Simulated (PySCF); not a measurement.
**Vertical excitation energies**

Species: C6H12OSi.
SMILES: `CCO[C@H]1C=CC[SiH2]1`

The calculation used TDDFT CAM-B3LYP/def2-SVPD, vertical, gas phase, core orbitals frozen in the response in PySCF. One conformer (not necessarily the lowest) at the PBE0-D3(BJ)/def2-SVP geometry, without solvent, vibrations or thermal averaging.

Problem. What does the calculation give for the low-lying excited states?

Solution. 

| state | E (eV) | ν̃ (cm⁻¹) | f | \|μ\| (D) | main configurations (H = HOMO, L = LUMO) |
| --- | --- | --- | --- | --- | --- |
| S1 | 6.26 | 50460 | 0.026 | 1.04 | H→L+1 (80%) |
| S2 | 6.66 | 53720 | 0.0030 | 0.35 | H→L (36%), H→L+2 (35%), H→L+3 (10%) |
| S3 | 6.72 | 54230 | 0.030 | 1.09 | H→L+2 (42%), H→L (39%) |
| S4 | 7.09 | 57160 | 0.087 | 1.80 | H-1→L (46%), H-1→L+1 (22%), H-1→L+2 (8%) |
| S5 | 7.20 | 58110 | 0.065 | 1.54 | H-1→L+1 (32%), H-1→L (27%), H-1→L+3 (11%) |
| S6 | 7.36 | 59370 | 0.011 | 0.64 | H→L+5 (31%), H→L+3 (30%) |
| S7 | 7.44 | 60000 | 0.079 | 1.68 | H→L+5 (38%), H→L+3 (24%), H-1→L+1 (11%) |
| S8 | 7.65 | 61720 | 0.057 | 1.40 | H-1→L+2 (26%), H-2→L+1 (19%), H-1→L+3 (12%) |
| S9 | 7.73 | 62330 | 0.015 | 0.72 | H-2→L+1 (42%), H-1→L+2 (14%), H→L+4 (10%) |
| S10 | 7.76 | 62560 | 0.071 | 1.55 | H→L+4 (55%), H-1→L+2 (10%) |

Triplets (Tamm–Dancoff): T1 4.32 eV, H-1→L+1 (45%), H→L+1 (21%), H-1→L+2 (15%); T2 6.09 eV, H→L+1 (58%), H-1→L+1 (19%); T3 6.45 eV, H→L+2 (70%); T4 6.53 eV, H→L (70%), H→L+3 (10%).

The lowest singlet lies at 6.26 eV (198 nm, vacuum ultraviolet) and is weak; its leading configuration is HOMO→LUMO+1 (80%). The most intense listed level is S4 at 7.09 eV (175 nm, f = 0.087), 0.83 eV above S1. Löwdin shares by element: HOMO oxygen 35%, carbon 24% or more, silicon 10% (atoms not listed hold the other 31%); LUMO silicon 29%, carbon 22% or more, hydrogen 9% or more (atoms not listed hold the other 40%). Orbital energies (eV): HOMO-3 -10.35, HOMO-2 -10.04, HOMO-1 -8.82, HOMO -8.22, LUMO 1.24, LUMO+1 1.29, LUMO+2 1.45. The oscillator strengths of these states sum to 0.445; summed over the whole spectrum of an exact calculation they would give the number of electrons, 70 (Thomas–Reiche–Kuhn). Of the 10 states listed, 9 reach f = 0.01 and none stays under 0.0005. The vertical ionisation energy (ΔSCF) is 8.84 eV, 1.08 eV above S10. Only the lowest 10 singlets were computed, as vertical energies without vibronic structure.
